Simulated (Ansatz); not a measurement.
System: CH2BI2 (charge 0, doublet). It need not be the lowest isomer of its formula. 
Coordinates optimised at B3LYP-D3(BJ)/def2-TZVP (Ansatz, an electronic-structure program):
SMILES: [CH2]B(I)I
```xyz
6

C     -2.3201    -0.2722     0.1413
B     -0.8331    -0.0977     0.0508
I      0.4680    -1.6587     0.7254
I     -0.0175     1.7115    -0.7529
H     -3.0138     0.4928    -0.1888
H     -2.7740    -1.1718     0.5414
```
Charge 0, spin multiplicity 2.

Computed values are from Ansatz. Cores are frozen in the correlated levels unless marked. Open shells are spin-unrestricted. Spin-orbit coupling is left out. Frozen are the shells of the preceding noble gas and the d and f shells that filled before the atom's block. In def2 rows, elements after Kr have scalar-relativistic effective core potentials. CBS(X,Y): correlation extrapolated as X^-3; Hartree-Fock from the larger set.

Q: What is the T1 diagnostic at CCSD/def2-QZVPPD?

A: 0.020.

Q: What is the atomisation energy De at CCSD(T)/CBS(def2-TZVPPD,def2-QZVPPD)?

A: 1886.3 kJ/mol.

Q: What is the total energy at CCSD(T)/CBS(def2-TZVPPD,def2-QZVPPD)?

A: -657.7638 Eh.

Q: What is the dipole moment at CCSD(T)/def2-SVPD?

A: 1.44 D.
